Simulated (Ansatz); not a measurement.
Species: CH6OSi, SMILES `C[SiH2]O` (C–Si–O–H torsion 70°) (charge 0, multiplicity 1).

Question: Give a relaxed geometry from PBE0-D4/def2-TZVP (Ansatz, a first-principles code).

Answer: One answer among several that fit: the end point of this relaxation, one of several conformers (outside a Z-matrix the atoms follow the SMILES, hydrogens last).
Cartesian coordinates (Å) in one orientation:
```xyz
9

C      1.137     0.244    -0.046
Si    -0.532    -0.521    -0.363
O     -1.776     0.420     0.180
H      1.254     1.188    -0.586
H      1.931    -0.430    -0.379
H      1.281     0.440     1.019
H     -0.668    -1.800     0.376
H     -0.676    -0.778    -1.826
H     -1.952     1.238    -0.285
```
